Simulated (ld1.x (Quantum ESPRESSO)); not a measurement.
What one change does to a pseudopotential (Al (Z = 13), RRKJ)

- Element: Al (Z = 13)
- Generator: ld1.x (Quantum ESPRESSO) 7.5
- Type: norm-conserving RRKJ (Kleinman–Bylander form)
- Functional: PBE
- Relativity: scalar-relativistic
- Frozen core: [Ne]
- Valence charge: 3
- Reference configuration: 3s2 3p1
- Partial waves: 3s (bound): rc 1.80 bohr; 3p (bound): rc 2.40 bohr
- Local potential: the p channel
- Core correction: a·sin(br)/r model core, default radius (core density twice the valence density)
- rho0: 0.02

Change: all radii but the core radius scaled by about 1.38 (s 2.48, p 3.30 bohr).

Cutoffs: the cutoffs (Ry, on a coarse ladder) from which the occupation-weighted sum of valence levels, in a spherical-Bessel basis at the reference potential, stays within 10 and 1 mRy of its value at 400 Ry; they do not see the model core or the augmentation charge, which bear on the density cutoff. Errors are all-electron minus pseudo energies relative to the spin-unpolarised reference configuration.

Predict the effect on cutoff, ghosts and configuration errors.

The potential gets softer (30 Ry and 45 Ry → 18 Ry and 25 Ry); of the 7 tests that both files solve, the error grows in 2 and shrinks in 3 by more than 15 % and 0.3 meV (median size 0.5 → 0.7 meV); neither file shows a bound ghost. A larger radius leaves more room for a smooth pseudo-wave, so fewer plane waves are needed.

```csv
quantity,base,changed
"cutoff, loose",30 Ry,18 Ry
"cutoff, tight",45 Ry,25 Ry
loose cutoff by channel (10 mRy a level),"s 25 Ry, p 6 Ry","s 8 Ry, p 6 Ry"
bound ghosts,none,none
"error for 3s2 3p0, meV [ΔE 5.76 eV]",+0.5,-0.1
"error for 3s1 3p0, meV [ΔE 24.99 eV]",+17,+1.6
"error for 3s2 3p0.5, meV [ΔE 2.09 eV]",0.0,0.0
"error for 3s1 3p2, meV [ΔE 5.14 eV]",-0.4,-5.3
"error for 3s0 3p3, meV [ΔE 10.45 eV]",-1.1,-23
"error for 3s1 3p1, meV [ΔE 11.57 eV]",+3.8,-0.7
"error for 3s2 3p1.3, meV [ΔE -0.57 eV]",0.0,0.0
```
